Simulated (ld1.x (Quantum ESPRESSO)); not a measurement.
**Pseudopotential generation for neodymium (Nd): ultrasoft, PBE, non-relativistic.**

neodymium, ultrasoft, made with ld1.x (Quantum ESPRESSO) 7.5 (PBE, non-relativistic). Core [Kr] 4d10, reference 4f4 5s2 5p6 5d0.5 6s1.5 6p0. Waves: 5s (bound): rcut 2.50, rcutus 2.95 bohr; 6s (bound): rcut 2.50, rcutus 2.95 bohr; 5p (bound): rcut 2.35, rcutus 2.50 bohr; 6p (bound, empty): rcut 2.35, rcutus 2.50 bohr; 5d (bound): rcut 3.00, rcutus 3.20 bohr; 5d channel at 0.2 Ry: rcut 3.00, rcutus 3.20 bohr; 4f (bound): rcut 0.70, rcutus 0.85 bohr; 4f channel at 0.45 Ry: rcut 0.70, rcutus 0.85 bohr. Local part: all-electron potential smoothed inside 2.60 bohr (lloc = -1). Core correction: none. Augmentation charge: PSQ, inside the norm-conserving radii.

Question: Does the generator finish with these settings?

Answer: Yes, a potential is produced and its reference levels are reproduced.

Question: Is the overlap operator S = 1 + Σ q|β⟩⟨β| positive definite (Bessel basis up to 400 Ry)?

Answer: No: its lowest eigenvalue is -0.492, in the p channel, so the generalised eigenproblem breaks down once the basis is large enough.

Its largest configuration-test error is +193 meV (4f3 5s2 5p6 5d1 6s1 6p0). Test run stopped at test 6 of 7 (negative rho).

The ghost test of this file was not conclusive. Its overlap operator is not positive definite in a basis up to 400 Ry (lowest eigenvalue p -0.49), so the file is unfit for use: the generalised eigenproblem breaks down once the basis is large enough, and its test numbers describe a broken file.
